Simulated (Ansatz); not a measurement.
Reaction (ligand exchange at the Si–O bond): `[MgH][O][SiH3]` + `O[SiH2][AlH2]` → `[AlH2][SiH2]O[SiH3]` + `[OH][MgH]`

Isolated molecules relaxed with PBE0-D4/def2-TZVP in Ansatz; ΔE leaves out vibrations. CCSD(T)/CBS adds triple-zeta CCSD(T) − MP2 to the extrapolated MP2 energy (def2 sets, frozen cores). Functionals use def2-TZVPP. B3LYP here is the variant with VWN-RPA as its local correlation; programs differ in this. For Mg outer-core shells are correlated without core-valence functions, which leaves a few kJ/mol of doubt a bond. Each species was taken in one conformer, which may not be the lowest.

`[MgH][O][SiH3]`:

```xyz
7

Mg   -1.477    0.425   -1.568
O    -0.271    0.078   -0.285
Si    0.814   -0.235    0.865
H    -2.610    0.753   -2.774
H     1.615   -1.452    0.543
H     1.771    0.899    1.034
H     0.158   -0.467    2.185
```

`O[SiH2][AlH2]`:

```xyz
8

O     1.685   -0.046   -0.786
Si    0.025   -0.086   -0.760
Al   -0.747    0.159    1.562
H     2.109   -0.132   -1.641
H    -0.538    0.992   -1.635
H    -0.477   -1.362   -1.365
H    -2.313    0.166    1.843
H     0.257    0.308    2.783
```

`[AlH2][SiH2]O[SiH3]`:

```xyz
11

Al    0.626    1.548   -2.247
Si   -0.222    0.937   -0.017
O     0.017   -0.667    0.285
Si   -0.197   -1.816    1.429
H     1.285    0.474   -3.214
H     0.506    3.059   -2.728
H     0.445    1.736    1.058
H    -1.682    1.243    0.113
H     0.379   -3.086    0.924
H    -1.646   -2.004    1.708
H     0.488   -1.424    2.689
```

`[OH][MgH]`:

Cartesian coordinates in Å:
```
O 0.376 0.174 -0.982
Mg -0.245 -0.113 0.639
H 0.712 0.328 -1.854
H -0.843 -0.388 2.197
```

```json
{"level": "PBE-D4", "ΔE (kJ/mol)": "19.4", "difference from CCSD(T)/CBS": "0.3"}
{"level": "PBE0-D4", "ΔE (kJ/mol)": "19.2", "difference from CCSD(T)/CBS": "0.1"}
{"level": "B3LYP-D4", "ΔE (kJ/mol)": "16.0", "difference from CCSD(T)/CBS": "-3.1"}
{"level": "ωB97M-V", "ΔE (kJ/mol)": "17.7", "difference from CCSD(T)/CBS": "-1.4"}
{"level": "B2PLYP", "ΔE (kJ/mol)": "19.4", "difference from CCSD(T)/CBS": "0.3"}
{"level": "PBE", "ΔE (kJ/mol)": "21.5", "difference from CCSD(T)/CBS": "2.4"}
{"level": "r2SCAN", "ΔE (kJ/mol)": "20.4", "difference from CCSD(T)/CBS": "1.3"}
{"level": "PBE0", "ΔE (kJ/mol)": "21.3", "difference from CCSD(T)/CBS": "2.2"}
{"level": "HF/def2-TZVPP", "ΔE (kJ/mol)": "19.3", "difference from CCSD(T)/CBS": "0.2"}
{"level": "MP2/def2-TZVPP", "ΔE (kJ/mol)": "19.5", "difference from CCSD(T)/CBS": "0.4"}
{"level": "CCSD/def2-TZVPP", "ΔE (kJ/mol)": "20.3", "difference from CCSD(T)/CBS": "1.2"}
{"level": "HF/def2-QZVPP", "ΔE (kJ/mol)": "19.2", "difference from CCSD(T)/CBS": "0.1"}
{"level": "SCS-MP2/def2-QZVPP", "ΔE (kJ/mol)": "18.9", "difference from CCSD(T)/CBS": "-0.2"}
{"level": "HF/CBS(def2)", "ΔE (kJ/mol)": "19.2", "difference from CCSD(T)/CBS": "0.1"}
{"level": "MP2/CBS(def2)", "ΔE (kJ/mol)": "17.8", "difference from CCSD(T)/CBS": "-1.3"}
{"level": "CCSD/CBS(def2)", "ΔE (kJ/mol)": "18.6", "difference from CCSD(T)/CBS": "-0.5"}
{"level": "CCSD(T)/CBS", "ΔE (kJ/mol)": "19.1", "difference from CCSD(T)/CBS": "0"}
```

Largest T1 diagnostic among the species: 0.012.

The D4 term adds −3.3 kJ/mol with B3LYP and −2.1 kJ/mol with PBE0; it sums over pairs of atoms, weighted by their polarisabilities, and B3LYP, whose exchange is more repulsive, gets the larger term.
